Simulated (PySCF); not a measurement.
Stretching TlSb⁻

Set-up: PySCF, scalar-relativistic core potentials, basis sets Tl aug-cc-pVDZ-PP with ECP60, Sb aug-cc-pVDZ-PP with ECP28. Energies in eV from Tl + Sb⁻ in their ground configurations at the same level. State: ²Π (doublet), unpaired electrons π ↑.

```csv
R (Å),ωB97X
2.433,-1.650
2.546,-2.093
2.659,-2.317
2.744,-2.383
2.829,-2.386
2.914,-2.342
3.027,-2.231
3.168,-2.036
3.338,-1.757
3.564,-1.362
```

Question: Put a parabola through the three lowest points of the ωB97X curve and estimate Re, k and ωe (reduced mass 76.05 u; 1 eV/Å² = 0.16022 mdyn/Å; ωe = 1302.8·√(k/μ) cm⁻¹).

Answer: Through R = 2.744, 2.829, 2.914 Å the second-order coefficient is 3.25 eV/Å², so Re ≈ 2.792 Å, k ≈ 1.04 mdyn/Å and ωe ≈ 153 cm⁻¹. A polynomial fit of higher order to the unrounded ωB97X energies gives Re = 2.791 Å, k = 1.19 mdyn/Å, ωe = 163 cm⁻¹; anharmonicity and rounding make the difference.

The higher-order fit for each curve: ωB97X: Re = 2.791 Å, ωe = 163 cm⁻¹, De = 2.39 eV.

Spin–orbit coupling is left out, which matters for elements this heavy, above all for dissociation energies. For an ion De counts to the pair picked by the measured ionisation energies or electron affinities, which need not be the lowest pair at this level. The state is the lowest determinant that a PBE0 search found; another state may lie lower at other levels.
